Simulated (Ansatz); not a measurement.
Start from `F[Si](F)(F)[GeH3]` and change one atom or group to get `CB[Si](F)(F)F`.

Ansatz, PBE0-D4/def2-TZVP geometries, multiplicity 1. Each molecule was computed in one conformer, which needn't be the lowest.

Scalar relativity is left out up to krypton.

| property | `F[Si](F)(F)[GeH3]` |
| --- | --- |
| HOMO energy (PBE/def2-TZVPP) / eV | -7.97 |
| zero-point energy (PBE0-D4/def2-TZVP) / kJ/mol | 86.6 |
| LUMO energy (ωB97M-V/def2-TZVPP) / eV | 1.81 |
| LUMO energy (PBE/def2-TZVPP) / eV | -0.86 |
| HOMO energy (B3LYP/def2-TZVPP) / eV | -9.06 |
| HOMO–LUMO gap (ωB97M-V/def2-TZVPP) / eV | 13.17 |

Problem. What does the change do to each property? (Best estimate.)

Solution. The calculation gave: 
```
                                      property  `CB[Si](F)(F)F`  shift
             HOMO energy (PBE/def2-TZVPP) / eV            -7.51   0.46
zero-point energy (PBE0-D4/def2-TZVP) / kJ/mol            152.5   65.9
         LUMO energy (ωB97M-V/def2-TZVPP) / eV            -0.52  -2.33
             LUMO energy (PBE/def2-TZVPP) / eV            -3.50  -2.64
           HOMO energy (B3LYP/def2-TZVPP) / eV            -8.72   0.34
       HOMO–LUMO gap (ωB97M-V/def2-TZVPP) / eV            10.59  -2.58
```

With PBE0 the HOMO rises by 0.37 eV and the LUMO falls by 2.49 eV, so the gap narrows by about 2.86 eV. PBE moves the HOMO by 0.46 eV and ωB97M-V by 0.26 eV. The zero-point energy changes by 65.9 kJ/mol with +6 modes.

B3LYP here is the variant with VWN-RPA as its local correlation; programs differ in this.
